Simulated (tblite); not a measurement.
Isomers of C5H12N2OSi2. All values are computed: GFN2-xTB (tblite) harmonic vibrations without scaling, gas phase. The method is semi-empirical: single wavenumbers can be off by several per cent or more. Modes of hydrogen on silicon can be 10 to 20 % off. One conformer each.

Electronic energies: GFN2-xTB at the same geometries; isomer energies are rough at this level and their order can be wrong.

```json
{"SMILES": "CC(=O)N[SiH2]C[SiH2]CC#N", "electronic energy, lowest = 0 (kJ/mol)": "0.0"}
{"SMILES": "CN(C)C(=O)[Si@](C)([SiH3])C#N", "electronic energy, lowest = 0 (kJ/mol)": "171.2"}
{"SMILES": "C=C(CC#N)[Si@@H](O)[SiH2]NC", "electronic energy, lowest = 0 (kJ/mol)": "43.6"}
```

Task: How do GFN2-xTB zero-point energies change the relative energies?

Result: 
```tsv
SMILES	ZPE (kJ/mol)	of it from modes above 1550 cm⁻¹	electronic (kJ/mol)	with ZPE, lowest = 0 (kJ/mol)	lowest mode (cm⁻¹)	rings
CC(=O)N[SiH2]C[SiH2]CC#N	415.6	224.8	0.0	0.0	34	0
C=C(CC#N)[Si@@H](O)[SiH2]NC	420.4	230.8	43.6	48.3	31	0
CN(C)C(=O)[Si@](C)([SiH3])C#N	418.3	225.6	171.2	173.8	33	0
```

The zero-point energies span 4.8 kJ/mol, from `CC(=O)N[SiH2]C[SiH2]CC#N` to `C=C(CC#N)[Si@@H](O)[SiH2]NC`. The order is unchanged.

Task: What do entropy and thermal enthalpy add at 298.15 K and 1 bar (rigid rotor, harmonic oscillator, one conformer each)?

Result: 
```json
{"SMILES": "CC(=O)N[SiH2]C[SiH2]CC#N", "point group": "C1", "symmetry number": "1", "S (J/(mol K))": "499.6", "H − H(0) (kJ/mol)": "39.72", "ZPE + H − H(0) − TS (kJ/mol)": "306.4"}
{"SMILES": "C=C(CC#N)[Si@@H](O)[SiH2]NC", "point group": "C1", "symmetry number": "1", "S (J/(mol K))": "513.1", "H − H(0) (kJ/mol)": "41.15", "ZPE + H − H(0) − TS (kJ/mol)": "308.5"}
{"SMILES": "CN(C)C(=O)[Si@](C)([SiH3])C#N", "point group": "C1", "symmetry number": "1", "S (J/(mol K))": "535.7", "H − H(0) (kJ/mol)": "43.98", "ZPE + H − H(0) − TS (kJ/mol)": "302.5"}
```
